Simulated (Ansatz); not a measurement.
`C[S][GeH2][OH]` and `[OH][GeH2][SH]` differ in one atom or group.

Ansatz, PBE0-D4/def2-TZVP geometries, multiplicity 1. Each molecule was computed in one conformer, which needn't be the lowest.

Scalar relativity is left out up to krypton.

| property | `C[S][GeH2][OH]` |
| --- | --- |
| size of the dipole moment (ωB97M-V/def2-TZVPP) / D | 2.39 |
| HOMO energy (PBE/def2-TZVPP) / eV | -5.79 |
| LUMO energy (PBE/def2-TZVPP) / eV | -0.84 |
| HOMO energy (ωB97M-V/def2-TZVPP) / eV | -9.23 |
| LUMO energy (B3LYP/def2-TZVPP) / eV | -0.25 |
| HOMO–LUMO gap (ωB97M-V/def2-TZVPP) / eV | 10.95 |

Problem. What does the change do to each property? (Estimate.)

Solution. Computed: 
| property | `[OH][GeH2][SH]` | shift |
| --- | --- | --- |
| size of the dipole moment (ωB97M-V/def2-TZVPP) / D | 0.30 | -2.09 |
| HOMO energy (PBE/def2-TZVPP) / eV | -6.34 | -0.55 |
| LUMO energy (PBE/def2-TZVPP) / eV | -0.80 | 0.04 |
| HOMO energy (ωB97M-V/def2-TZVPP) / eV | -9.82 | -0.59 |
| LUMO energy (B3LYP/def2-TZVPP) / eV | -0.14 | 0.11 |
| HOMO–LUMO gap (ωB97M-V/def2-TZVPP) / eV | 11.80 | 0.85 |

With PBE0 the HOMO falls by 0.59 eV and the LUMO rises by 0.13 eV, so the gap widens by about 0.72 eV. PBE moves the HOMO by -0.55 eV and ωB97M-V by -0.59 eV. Dipoles are sizes alone; their direction can turn.

B3LYP here is the variant with VWN-RPA as its local correlation; programs differ in this.
